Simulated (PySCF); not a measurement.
**Two-component Hartree-Fock for Cd²⁹⁺ (cadmium, charge +29)**

Start: [Ar] 3d1; 3d3/2 filled at m_j = +3/2. Calculated with PySCF 2.14 in an uncontracted even-tempered set (16 s from 4.6 bohr⁻², ratio 2.8; 12 p from 6 bohr⁻², ratio 2.8; 8 d from 6 bohr⁻², ratio 2.8; 3 f from 18 bohr⁻², ratio 3): generalised Hartree-Fock with the X2C-1e Hamiltonian and a Gaussian nucleus; one run each with spin-orbit coupling (SO) switched off, then screened by Boettger's factors.

| spinor shell | electrons | ε, spin-free (eV) | ε, screened SO (eV) | weight of nominal j (screened SO) | rms radius, screened SO (bohr) |
| --- | --- | --- | --- | --- | --- |
| 1s1/2 | 2 | -28239.8 | -28237.5 | 1.000 | 0.0348 |
| 2s1/2 | 2 | -5434.8 | -5433.9 | 1.000 | 0.141 |
| 2p1/2 | 2 | -5016.3 | -5153.4 | 1.000 | 0.122 |
| 2p3/2 | 4 | -5016.3 | -4952.7 | 1.000 | 0.127 |
| 3s1/2 | 2 | -1938.6 | -1938.3 | 1.000 | 0.352 |
| 3p1/2 | 2 | -1794.3 | -1827.9 | 0.998 | 0.341 |
| 3p3/2 | 4 | -1794.3 | -1778.5 | 0.999 | 0.350 |
| 3d3/2 | 1 | -1631.4 | -1636.9 | 1.000 | 0.307 |

| quantity | spin-free | screened SO |
| --- | --- | --- |
| E (hartree) | -5009.57527 | -5010.91125 |
| M_J | 3/2 | 3/2 |
| ⟨J²⟩ | 4.000 | 3.750 |
| ⟨L²⟩ | 6.001 | 6.010 |
| ⟨S²⟩ | 0.751 | 0.759 |

Each row is a mean over spinors that exchange with the open shell spreads, by up to 14.931 eV (3p1/2).

Breit and QED terms are absent; they matter most for the inner s and p1/2 levels.

Densities and radii are taken from the X2C orbitals without a picture-change correction, which distorts them close to the nucleus.

Without spin-orbit coupling the j labels of p, d and f shells carry no meaning; the spin-free column gives the mean over the occupied spinors of each nl shell, and its ⟨J²⟩ belongs to a mixture of degenerate components.
